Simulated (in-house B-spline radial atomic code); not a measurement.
# PBE hybrid excitations of Sr

Method: PBE hybrid with 1 exact exchange. Computed with an all-electron radial atomic-structure program (B-spline basis): linear response of the closed shell [Kr] 5s2 with the functional's adiabatic kernel; scalar-relativistic (spin-free one-electron X2C), finite nucleus, no spin-orbit coupling, no double excitations, S, P, D and F terms only; shells from n = 3 respond.

Command:
```bash
python run_td.py task.json out
```
Settings (radii: box in bohr, nucleus in fm):
```
Z                        38
electrons                38
configuration            [Kr] 5s2
hamiltonian              x2c
method                   pbeh
box_radius               75
exact_exchange_fraction  1
rms_radius               4.224
intervals                77
```

Time taken, with all properties: 2.8 s on 1 thread of Intel(R) Xeon(R) Platinum 8488C (Sapphire Rapids), on a shared host.

The lowest states, in the order of their Tamm-Dancoff energies; the method's threshold (minus the highest occupied level) is 5.563 eV. Labels give the largest channel, * marks a mixed state, and oscillator strengths are full-response dipole values. Measured ¹D terms are left out, since they can mix with doubly excited terms. Semilocal kernels can invert the small singlet-triplet splittings of Rydberg terms. Energies in eV:

```json
{"state": "5s → 5p 3P", "full response": "0.999", "Tamm-Dancoff": "1.333", "oscillator strength": "-", "measured (J-weighted term)": "1.823"}
{"state": "5s → 4d 3D", "full response": "?", "Tamm-Dancoff": "?", "oscillator strength": "-", "measured (J-weighted term)": "?"}
{"state": "5s → 4d 1D", "full response": "?", "Tamm-Dancoff": "?", "oscillator strength": "-", "measured (J-weighted term)": "-"}
{"state": "5s → 5p 1P", "full response": "2.607", "Tamm-Dancoff": "2.731", "oscillator strength": "2.04", "measured (J-weighted term)": "2.690"}
{"state": "5s → 6s 3S", "full response": "3.507", "Tamm-Dancoff": "3.519", "oscillator strength": "-", "measured (J-weighted term)": "3.600"}
{"state": "5s → 6s 1S", "full response": "3.743", "Tamm-Dancoff": "3.750", "oscillator strength": "-", "measured (J-weighted term)": "3.793"}
{"state": "5s → 6p 3P", "full response": "4.115", "Tamm-Dancoff": "4.121", "oscillator strength": "-", "measured (J-weighted term)": "-"}
{"state": "5s → 6p 1P", "full response": "4.221", "Tamm-Dancoff": "4.240", "oscillator strength": "0.0415", "measured (J-weighted term)": "-"}
{"state": "5s → 5d 1D", "full response": "4.260", "Tamm-Dancoff": "4.264", "oscillator strength": "-", "measured (J-weighted term)": "-"}
{"state": "5s → 5d 3D", "full response": "4.263", "Tamm-Dancoff": "4.266", "oscillator strength": "-", "measured (J-weighted term)": "4.343"}
```

**Question.** Where does 5s → 4d 3D lie?

**Answer.** At 1.982 eV in full response, 2.033 eV in Tamm-Dancoff; measured 2.263 eV.

**Question.** Where does 5s → 4d 1D lie?

**Answer.** At 2.612 eV in full response, 2.660 eV in Tamm-Dancoff.

**Question.** How large is the singlet-triplet splitting of 5s → 4d (D terms) in Tamm-Dancoff?

**Answer.** 0.626 eV, from the unrounded values.

**Question.** What polarisabilities and dispersion coefficient does the method give?

**Answer.** Dipole 230.4 bohr³, quadrupole 4629 bohr⁵, C6 4015 hartree·bohr⁶ for two such species. Recommended dipole value: 197.2 ± 0.2 bohr³ (Schwerdtfeger and Nagle, table of static dipole polarizabilities (2023 update)), which includes relativity and correlation.
